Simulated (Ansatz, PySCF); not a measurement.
System: SbBr2, charge 0, doublet. SbBr2 (SMILES [Br][Sb][Br], doublet).
B3LYP-D3(BJ)/def2-TZVP minimum from Ansatz (a first-principles code):
```
Sb
Br 1 2.5221
Br 1 2.5221 2 99.99
```
Charge 0, spin multiplicity 2.

Atomisation energy term by term, kcal/mol (programs: Ansatz). Radicals and triplets start from unrestricted determinants; spin-orbit coupling is neglected. Correlated methods leave the cores frozen (noble-gas shells, and filled d and f shells in the p block). Past Kr the def2 sets carry scalar-relativistic core potentials. CBS(X,Y): correlation extrapolated as X^-3, Hartree-Fock from the larger set. A bracket is a step between two methods taken in the basis named. Spin-orbit terms, left out, reach several kcal/mol for Br and I, and more for heavier atoms.

```
term                                                                   basis  kcal/mol
-----------------------  ---------------------------------------------------  --------
Hartree-Fock                                                      def2-QZVPP     70.86
CCSD correlation                                  CBS(def2-TZVPP,def2-QZVPP)     51.44
(T)                                               CBS(def2-TZVPP,def2-QZVPP)      6.69
CCSDT(Q) - CCSD(T)                                                  def2-SVP      0.63
minus zero-point energy  harmonic, PySCF's Hessian at B3LYP-D3(BJ)/def2-TZVP     -0.81
sum: D0                                                                          128.8
```
